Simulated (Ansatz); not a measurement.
Energy difference R1 → P1 + P2, each structure at its B3LYP-D3(BJ)/def2-TZVP stationary point, reached from a drawn start (curvature not checked).
R1, H3Zr (SMILES [ZrH3]) (charge 0, multiplicity 2):
```xyz
4

Zr    -0.001    -0.001    -0.238
H      1.835    -0.010     0.070
H     -0.908     1.594     0.077
H     -0.925    -1.584     0.090
```
P1, H2Zr (SMILES [ZrH2]) (charge 0, multiplicity 1, Z-matrix in Å and degrees):
```
Zr
H 1 1.8232
H 1 1.8234 2 118.97
```
P2: H atom, charge 0, multiplicity 2.

P less R. No zero-point or thermal terms; singlets are restricted closed shells; open shells are unrestricted; no spin–orbit coupling. The spin states of the d-block species are the ones drawn and need not be the lowest.

Frozen-core correlation throughout.

Codes used: Ansatz (a program for electronic structure). Each number belongs to the level named beside it. Elements past Kr take the def2 small-core potentials, without spin–orbit coupling.

```
level                 reaction energy (kJ/mol)
--------------------  ------------------------
HF/def2-SVP                              344.0
SVWN5/def2-TZVPP                         371.8
BLYP/def2-TZVPP                          356.9
BHLYP/def2-TZVPP                         369.9
CAM-B3LYP/def2-TZVPP                     367.6
MP2/def2-TZVPP                           355.0
MP2/def2-QZVPP                             [?]
SCS-MP2/def2-QZVPP                         [?]
CCSD(T)/def2-TZVPP                         [?]
```

### Question
What belongs in the gaps?

### Answer

- MP2/def2-QZVPP, reaction energy (kJ/mol): 358.9
- SCS-MP2/def2-QZVPP, reaction energy (kJ/mol): 361.8
- CCSD(T)/def2-TZVPP, reaction energy (kJ/mol): 337.6
